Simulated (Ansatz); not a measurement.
Total energies of CuO (`[O][Cu]`) radical.

Cartesian coordinates in Å:
```
O 0.6097 -0.2202 -0.5937
Cu -0.6097 0.2202 0.5937
```

Charge 0, multiplicity 2. For Cu the d shell is correlated and the shells below it are frozen. Scalar relativity is left out up to krypton. All single points use the PBE0-D4/def2-TZVP geometry. Basis def2-TZVPP, Ansatz.

RPA on PBE orbitals: Hartree–Fock energy of these orbitals -1713.66538 Eh, correlation -0.98134 Eh (frozen core).

| functional | energy without D4 (Eh) | D4 term (kJ/mol) |
| --- | --- | --- |
| BLYP | -1715.79290 | -4.0 |
| B2PLYP | -1715.36049 | – |

Problem. Give the same for LDA (SPW92), PBE, revPBE, r2SCAN, B97M-V, PBE0, B3LYP, r2SCANh, r2SCAN0, HSE06 (plane-wave form), BHLYP, CAM-B3LYP, LC-ωPBE, ωB97X-V, ωB97M-V, PBE-QIDH. (Estimate.)

Solution. The calculation gave: 
```tsv
functional	energy without D4 (Eh)	D4 term (kJ/mol)
LDA (SPW92)	-1712.38664	–
PBE	-1715.37467	-1.7
revPBE	-1715.57493	-5.3
r2SCAN	-1715.63942	-0.3
B97M-V	-1715.32429	–
PBE0	-1715.35906	-1.4
B3LYP	-1715.73786	-2.9
r2SCANh	-1715.60989	-0.4
r2SCAN0	-1715.56888	-0.4
HSE06 (plane-wave form)	-1715.35317	-1.3
BHLYP	-1715.58862	-2.4
CAM-B3LYP	-1715.76634	-1.5
LC-ωPBE	-1715.42548	–
ωB97X-V	-1715.49353	–
ωB97M-V	-1715.57369	–
PBE-QIDH	-1715.08607	–
```

B3LYP takes the VWN-RPA correlation (the form of Gaussian; ORCA's B3LYP/G). HSE06 is the plane-wave form, built on full-range PBE exchange. The double hybrids freeze the cores in their second-order part.

LC-ωPBE has ω = 0.4 bohr⁻¹.
